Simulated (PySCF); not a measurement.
Compound: C3H6BF.
InChI=1S/C3H6BF/c1-3(4)2-5/h2H,4H2,1H3/b3-2-

Theory: EOM-IP-CCSD/aug-cc-pVDZ in PySCF, restricted Hartree–Fock reference, 5 core orbitals frozen, non-relativistic, gas phase, PBE0-D3(BJ)/def2-SVP geometry.

The vertical ionisation energies are 9.96, 11.75, 12.07, 13.57, 14.09, 14.56, 15.39, 16.51 eV.

**Question.** Which Hartree–Fock orbital leads each hole, and what is its Koopmans value −ε?

**Answer.** 
```csv
leading hole (HF orbital),Koopmans (eV),EOM-IP-CCSD (eV),change (eV),one-hole share
HOMO,10.09,9.96,-0.13,0.96
HOMO-1,12.73,11.75,-0.98,0.95
HOMO-2,13.04,12.07,-0.97,0.95
HOMO-3,14.88,13.57,-1.31,0.95
HOMO-5,15.62,14.09,-1.53,0.95
HOMO-4,15.54,14.56,-0.98,0.95
HOMO-6,16.90,15.39,-1.51,0.93
HOMO-7,19.20,16.51,-2.69,0.93
```

**Question.** Does the order of the lines follow the orbital energies?

**Answer.** No: the HOMO-5 hole (14.09 eV) falls below the HOMO-4 hole (14.56 eV). The corrections run from -2.69 to -0.13 eV, with a mean of -1.26 eV over the 8 lines; no line lies above its Koopmans value. Koopmans values leave out both the relaxation of the orbitals and the change in correlation energy.

**Question.** At what kinetic energies would He I light (21.22 eV) eject these electrons?

**Answer.** 11.26 eV (HOMO), 9.47 eV (HOMO-1), 9.15 eV (HOMO-2), 7.65 eV (HOMO-3), 7.13 eV (HOMO-5), 6.66 eV (HOMO-4), 5.83 eV (HOMO-6), 4.71 eV (HOMO-7).

**Question.** What total energy has the lowest final state, and which wavelength reaches it?

**Answer.** E(CCSD) + ionisation energy = -241.96069 + 0.36605 = -241.59464 Eh, at the geometry of the initial state. The threshold wavelength is 1239.84 eV nm/9.96 eV = 124.5 nm.

One root was sought for each valence orbital with −ε under 21 eV, eight at most, so deeper holes and satellites are missing; no vibrational structure.

On one thread of an Arm Neoverse V1, no GPU (shared host), this took 8.5 min wall and 3.0 GiB of memory at its peak.
